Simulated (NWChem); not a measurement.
**Atomisation of CdS**

```xyz
2

Cd     0.0000     0.0000     0.5640
S      0.0000     0.0000    -1.6919
```
Charge 0, spin multiplicity 1.

Program: NWChem. Structure: optimised with PBE/def2-SVP with def2 effective core potentials on Cd, a minimum by its harmonic frequencies.

Basis set: def2-TZVP. The atomisation energy is electronic alone: no zero-point, thermal, spin-orbit or counterpoise terms. No value is extrapolated to the basis-set limit. Free atoms are single determinants with multiplicities Cd 1, S 3.

Effective core potentials replace the inner electrons of Cd; spin-orbit coupling is left out. The structure started from a generated list of species. No SCF solution was tested for a lower state. Open-shell Hartree-Fock references start from PBE0 orbitals.

Question: One of these methods gave an atomisation energy of -15.0 kcal/mol. Which?
A. BHandHLYP
B. LDA (SVWN5)
C. PBE0
D. HF

Answer: D, HF. The others give 22.3 (PBE0), 11.9 (BHandHLYP), 40.6 (LDA (SVWN5)).
